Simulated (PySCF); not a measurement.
Successive Zr–H bond energies

These are results of PBE0 in PySCF with Zr def2-TZVP with ECP28, H def2-TZVP; scalar-relativistic core potentials, no spin–orbit coupling; density-fitted integrals, not measurements.

Each entry is the lowest minimum that a search over a few typed start shapes (and spin states, where more than one is plausible) found, or that minimum re-optimised at the stated level; isomers with ligand–ligand bonds, or fragments after loss of a ligand pair, can lie lower.

Total energies (Eh), which compare only within these settings: H atom -0.50106.

| species | 2S+1 | group | E (Eh) | ZPE (kJ/mol) |
| --- | --- | --- | --- | --- |
| ZrH₂ | 3 | C2v | -48.10013 | 23.1 |
| ZrH₃ | 2 | C3v | -48.71529 | 39.4 |
| ZrH₄ | 1 | Td | -49.33149 | 57.8 |

What are De and D0 for ZrH₃ → ZrH₂ + H?

De = [(-48.10013) + (-0.50106) − (-48.71529)] × 2625.5 = 300 kJ/mol. The zero-point energy changes by -16.3 kJ/mol, so D0 = 283 kJ/mol.

What are De and D0 for ZrH₄ → ZrH₃ + H?

De = [(-48.71529) + (-0.50106) − (-49.33149)] × 2625.5 = 302 kJ/mol. The zero-point energy changes by -18.4 kJ/mol, so D0 = 284 kJ/mol.

Atoms and open shells are unrestricted, without spin–orbit or basis-set superposition corrections.

One determinant describes each species, so states of open d or f shells may be missed.
